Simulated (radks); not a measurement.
Numerical settings for the arsenic ion As+, [Ar] 3d10 4s2 4p2. Method: scalar-relativistic Kohn-Sham, LDA (Slater exchange, Perdew-Wang correlation), spin-polarised, spherical densities, point nucleus; open shells are filled with parallel spins first; computed with a radial shooting solver on a logarithmic mesh with Libxc functionals. The defaults (mesh step 0.008 in ln r, mesh end at 40 bohr or more with all orbitals vanishing there, Anderson mixing 0.5 over 9 steps, residual threshold near 1e-9 with the energy settled to 1e-9 hartree or 1e-11 of itself, here a cap of 77 iterations) give E = -2257.4395 hartree and 4p at -14.150 eV in 16 iterations. Run on one thread of a shared host, so times are rough (Intel(R) Xeon(R) Platinum 8559C): 0.18 s of CPU time, 0.18 s wall, 16 iterations on 2546 mesh points. Changes against that run (0 stands for a change within the tolerance of the run):

setting,iterations,converged,E (mhartree),e(4p) (meV),CPU (s)
mesh step in ln r 0.003,16,yes,0,0,0.46
mesh step in ln r 0.03,16,yes,+0.000286,0,0.05
mesh step in ln r 0.012,16,yes,0,0,0.12
mesh end (bohr) 5,16,yes,+29.2,+852,0.17
mesh end (bohr) 8,16,yes,+0.154,+9.8,0.17
residual threshold 1e-05,10,yes,0,-0.0756,0.13
residual threshold 0.1,10,yes,0,-0.0756,0.13
mixing 2.5,15,yes,0,0,0.18
"linear mixing, mixing 1",77,no,+5.45e+04,-2.51e+05,2.1
"linear mixing, mixing 0.2",77,no,0,0,0.65
mixing history 3,16,yes,0,0,0.17
iteration cap 8,8,no,0,+0.474,0.1

Settings that end as converged yet miss the energy by more than 1 mhartree: mesh end (bohr) 5 (+0.0292 hartree). A mesh that ends early acts as a hard wall.
